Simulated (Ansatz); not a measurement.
CH$_{7}$GeNS (`[CH3][GeH]([NH2])[SH]`), relaxed with RKS PBE0-D4/def2-TZVP in Ansatz from a PBE-D4/def2-SVP geometry. The force threshold is 0.005 eV/Å; the program also tests the step.

Total charge 0; spin multiplicity 1.

Start:

```xyz
11

C     0.525   -1.425    0.495
Ge    0.078    0.436    0.084
N    -1.711    0.458   -0.394
S     1.121    1.172   -1.774
H     0.249   -2.066   -0.365
H    -0.023   -1.771    1.394
H     1.612   -1.523    0.683
H     0.514    1.392    1.246
H    -2.328    0.028    0.305
H    -2.068    1.397   -0.604
H     2.030    1.902   -1.070
```

Task: How much energy does the relaxation release, and in how many steps? (An estimate is asked.)

Result: The calculation gave: 4.08 kJ/mol, in 7 steps.

Task: Which bonds change most? (Estimate.)

Result: Computed: Ge2–S4 from 2.254 to 2.230 Å; S4–H11 from 1.362 to 1.342 Å; Ge2–N3 from 1.851 to 1.834 Å; Ge2–H8 from 1.566 to 1.549 Å.

Task: Give the relaxed structure. (Estimate.)

Result: Computed: 
```xyz
11

C     0.528   -1.411    0.490
Ge    0.077    0.435    0.086
N    -1.699    0.470   -0.372
S     1.090    1.183   -1.754
H     0.269   -2.040   -0.362
H    -0.021   -1.755    1.369
H     1.596   -1.502    0.687
H     0.494    1.385    1.235
H    -2.318    0.012    0.282
H    -2.063    1.388   -0.588
H     2.047    1.834   -1.074
```
